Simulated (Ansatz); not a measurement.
F2Re, SMILES [F][Re][F] (connectivity only; charge and spin as stated), neutral, multiplicity 6.

Coordinates come from a B3LYP-D3(BJ)/def2-TZVP optimisation. The multiplicity is an assumed one; other spin states were not compared. The def2 effective core potentials stand for the cores of Re; spin–orbit coupling is left out.

Two levels are set side by side: PBE/def2-TZVPD (Ansatz, a first-principles code) and CAM-B3LYP/def2-TZVPD (Ansatz). Energy differences of separate SCF runs at the same geometry; the states with an electron removed or added have multiplicity 5 and 5. Differences are taken from unrounded values.

```tsv
quantity	CAM-B3LYP	PBE	PBE minus CAM-B3LYP
vertical ionisation energy (eV)	10.03	9.57	-0.46
vertical electron affinity (eV)	1.99	1.77	-0.22
```
